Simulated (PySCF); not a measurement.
## How a change of structure moves an absorption spectrum

Computed, not measured: TDDFT CAM-B3LYP/def2-SVPD, vertical, gas phase, core orbitals frozen in the response in PySCF. Geometries: GFN2-xTB; one conformer of each isolated species. Triplets are in the Tamm–Dancoff approximation. 'Strongest' means the level of largest summed f among the lowest 8 singlets; it needn't be the same kind of state in each.

Parent: `F[C@H]1C=CCOC1`, with lowest singlet excitation energy 6.70 eV, lowest triplet energy 4.40 eV, LUMO energy 0.94 eV, oscillator strength of the strongest level 0.21, mean static polarisability 61.2 au. Its spectrum: 6.70 eV (f 0.010); 7.11 eV (f 0.210); 7.30 eV (f 0.079); 7.46 eV (f 0.007); 7.92 eV (f 0.013).

**Question.** How do these changes move the values? H on C replaced by CN (`N#CC1=C[C@H](F)COC1`); H on C replaced by Cl (`F[C@@H]1C=C(Cl)COC1`); H on C replaced by F (`FC1=C[C@H](F)COC1`); H on C replaced by ethynyl (`C#CC1=C[C@@H](F)COC1`); H on C replaced by CH3 (`CC1=C[C@H](F)COC1`).

**Answer.** 

```csv
change,SMILES,Δ S1 (eV),Δ T1 (eV),Δ LUMO (eV),Δ f (strongest),Δ α (au)
H on C replaced by CN,N#CC1=C[C@H](F)COC1,-0.89,-0.72,-1.67,+0.06,+15.8
H on C replaced by Cl,F[C@@H]1C=C(Cl)COC1,-0.31,-0.26,-0.54,+0.06,+14.5
H on C replaced by F,FC1=C[C@H](F)COC1,+0.24,0.00,-0.05,-0.05,+0.6
H on C replaced by ethynyl,C#CC1=C[C@@H](F)COC1,-1.20,-0.91,-1.05,-0.03,+24.1
H on C replaced by CH3,CC1=C[C@H](F)COC1,0.00,-0.04,+0.10,0.00,+12.6
```

S1 falls most with H on C replaced by ethynyl (-1.20 eV), and it rises most with H on C replaced by F (+0.24 eV). S1 is simply the lowest singlet of each species and needn't be the same kind of state throughout. Over these 5 changes the shifts of S1 and of the HOMO–LUMO gap correlate with r = 1.00.
